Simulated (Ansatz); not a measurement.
`C1C[SiH2]1` and `[SeH]C1C[SiH2]1` differ in one atom or group.

Ansatz, PBE0-D4/def2-TZVP geometries, multiplicity 1. Each molecule was computed in one conformer, which needn't be the lowest.

Scalar relativity is left out up to krypton. Spin–orbit coupling is left out; it splits and shifts lone-pair levels of the heavy atoms by tenths of an eV.

```tsv
property	`C1C[SiH2]1`
HOMO energy (ωB97M-V/def2-TZVPP) / eV	-9.09
size of the dipole moment (B3LYP/def2-TZVPP) / D	0.06
size of the dipole moment (ωB97M-V/def2-TZVPP) / D	0.00
HOMO–LUMO gap (PBE0/def2-TZVPP) / eV	7.22
HOMO energy (PBE0/def2-TZVPP) / eV	-6.92
LUMO energy (PBE0/def2-TZVPP) / eV	0.30
```

Problem. What does the change do to each property? (Best estimate.)

Solution. The calculation gave: 
```
                                          property  `[SeH]C1C[SiH2]1`  shift
             HOMO energy (ωB97M-V/def2-TZVPP) / eV              -8.44   0.65
  size of the dipole moment (B3LYP/def2-TZVPP) / D               1.46   1.40
size of the dipole moment (ωB97M-V/def2-TZVPP) / D               1.51   1.51
              HOMO–LUMO gap (PBE0/def2-TZVPP) / eV               5.96  -1.26
                HOMO energy (PBE0/def2-TZVPP) / eV              -6.30   0.62
                LUMO energy (PBE0/def2-TZVPP) / eV              -0.34  -0.64
```

With PBE0 the HOMO rises by 0.62 eV and the LUMO falls by 0.64 eV, so the gap narrows by about 1.26 eV. PBE moves the HOMO by 0.60 eV and ωB97M-V by 0.65 eV. Dipoles are sizes alone; their direction can turn.

B3LYP here is the variant with VWN-RPA as its local correlation; programs differ in this.
